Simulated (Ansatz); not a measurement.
`N#[C][GaH2]` + `O=CS[SiH3]` → `O=C[S][GaH2]` + `N#C[SiH3]` at 600 K and 1 bar (redistribution).

Calculated with Ansatz (gas phase, PBE0-D4/def2-TZVP geometries, no zero-point term in ΔE). CCSD(T)/CBS adds triple-zeta CCSD(T) − MP2 to the extrapolated MP2 energy (def2 sets, frozen cores). This one scheme is used for every species. For Ga outer-core shells are correlated without core-valence functions, which leaves a few kJ/mol of doubt a bond. Scalar relativity is left out up to krypton. One conformer a species, not always the lowest.

```
       species  CCSD(T)/CBS energy (Eh)  H − E (kJ/mol)  S (J/(mol·K))
 `N#[C][GaH2]`              -2017.86565            92.2          332.4
  `O=CS[SiH3]`               -802.48876           170.5          390.3
`O=C[S][GaH2]`              -2436.74763           138.9          400.6
   `N#C[SiH3]`               -383.61554           124.1          319.2
```

H − E and S are ideal-gas, rigid-rotor, harmonic terms from PBE0-D4/def2-TZVP, for one conformer and one mirror image of each species. 1 Eh = 2625.50 kJ/mol, R = 8.31446 J/(mol·K).

Question: By hand: ΔE, ΔH, ΔS and ΔG.

Answer: ΔE = (-2436.74763) + (-383.61554) − (-2017.86565) − (-802.48876) = -0.00876 Eh = -23.0 kJ/mol. Δ(H − E) = 138.9 + 124.1 − 92.2 − 170.5 = 0.3, so ΔH = -22.7 kJ/mol. ΔS = 400.6 + 319.2 − 332.4 − 390.3 = -2.9 J/(mol·K). ΔG = -22.7 − 600 × (-2.9)/1000 = -21.0 kJ/mol.

Question: By hand: the equilibrium constant, and the temperature at which ΔG would vanish if ΔH and ΔS stayed fixed.

Answer: log₁₀ K = −ΔG/(RT ln 10) = 1.8. ΔG = 0 at ΔH/ΔS = 7828 K, far beyond where these terms or the molecules hold.

The number of gas molecules stays the same, so ΔS is small and ΔH decides. A doubt of 5 kJ/mol in ΔE shifts log₁₀ K by 0.4 here. Other conformers and mirror images would add mixing entropy, several J/(mol·K) or more a flexible species. These are equilibria of isolated gas molecules and say nothing of rates. Largest T1 diagnostic: 0.017 (customary marks: 0.02 for closed shells, 0.045 for open ones).
